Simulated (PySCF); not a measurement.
**BeB: frontier orbitals**

PBE0 at R = 1.906 Å; PySCF, no relativity, basis sets Be def2-TZVP, B def2-TZVP. State: ⁴Σ⁻ (quartet), unpaired electrons σ ↑, π ↑↑, a second solution, started from another occupation. Only the outer orbitals are listed, counted within each symmetry.

```
spin  orbital  occ.  ε (eV)  on Be (%)           main shells (%)
   α       3σ     1  -12.24         31           70 B s, 22 Be s
   α       4σ     1   -7.30         60   57 Be s, 28 B p, 12 B s
   α       1π     1   -5.48         34           66 B p, 33 Be p
   α       1π     1   -5.48         34           66 B p, 33 Be p
   α       5σ     0   -3.62         62  51 Be p, 34 B p, 12 Be s
   α       2π     0   -0.82         71           68 Be p, 28 B p
   α       2π     0   -0.82         71           68 Be p, 28 B p
   β       3σ     1  -10.03         41  53 B s, 26 Be s, 14 Be p
   β       4σ     0   -3.10         63   50 Be s, 20 B p, 16 B s
   β       5σ     0   -1.58         49  36 B p, 33 Be p, 16 Be s
   β       1π     0   -1.57         48           52 B p, 47 Be p
```

Which are the highest filled and the lowest empty level, where do they sit, and how wide is the gap?

Highest filled α 1π at -5.48 eV (in %: 66 B p, 33 Be p); lowest empty α 5σ at -3.62 eV (in %: 51 Be p, 34 B p, 12 Be s); the gap at PBE0 is 1.86 eV.

```
bond order (Mayer)                              : 1.89
⟨S²⟩                                            : 3.782
charge on Be (Mulliken, basis-dependent)        : 0.01
charge on Be (Löwdin, basis-dependent)          : 0.14
dipole moment (positive dipole means Be(−)B(+)) : -2.29 D
```
